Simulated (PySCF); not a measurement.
Si(Br)4, SMILES Br[Si](Br)(Br)Br at its PBE0/def2-SVP optimised geometry (Å):

```
5

Br    -1.4686     1.0389     0.0000
Si    -0.7349    -1.0389     0.0000
Br     1.4686    -1.0389     0.0000
Br    -1.4705    -2.0774    -1.7989
Br    -1.4692    -2.0781     1.7990
```

Method: PBE0/def2-TZVP run with PySCF.

Map of the log10 of the electron density (e/bohr³), floored at −4 on the plane z = 0.8 Å:

```
|                             |
|     ........                |
|   ..:::--:::..              |
|  .::--====--::.             |
| .:--=+++++==--:.            |
|.:-==+******+=-:.            |
|.-==+*#####**+=-:.           |
|:-=+*#%%%%%##*+=-:.          |
|:=+*#%%@@@@%#*+=-:...        |
|-=+*#%@@@@@%#*+=-:::::..     |
|-=+*#%@@@@@%##+==-----::..   |
|-=+*#%@@@@@%#**+=======-::.  |
|:=+*#%%@@@%%#**++++++++=--:. |
|:-=+*#%%%%%%#**++******+==-:.|
|:-=+**##%%%##*****#####*+=-:.|
|.:-=+**#######**##%%%%##*+=-:|
|.:-=++*###%######%%@@@%#*+=-:|
|.:-=+**##%%%%###%%@@@@@%#*+-:|
|:--=+*##%%%%%%#%%%@@@@@%#*+-:|
|:-=+*##%%@@%%%##%%@@@@@%#*+-:|
|:-=+*#%%@@@@%%###%@@@@%%#*=-:|
|:-+*##%@@@@@%#####%%%%%#*+=-:|
|:=+*##%@@@@%%#***######*++-:.|
|:=+*##%%@@%%##*********++=-:.|
|:-=+*#%%%%%%#*+++++++++==-:. |
|:-=+*##%%%##**+========--:.  |
|:--=+**####**+=--------::.   |
|.:-==+*****++=--:::::::..    |
| .:-==+++++==--:.......      |
```
Scale: ten equal steps from -4.00 (start of ' ') to -0.767 (end of '@'), in the order ' .:-=+*#%@'; x runs from -3.50 to 3.50, y from -3.50 (bottom) to 3.50 (top).
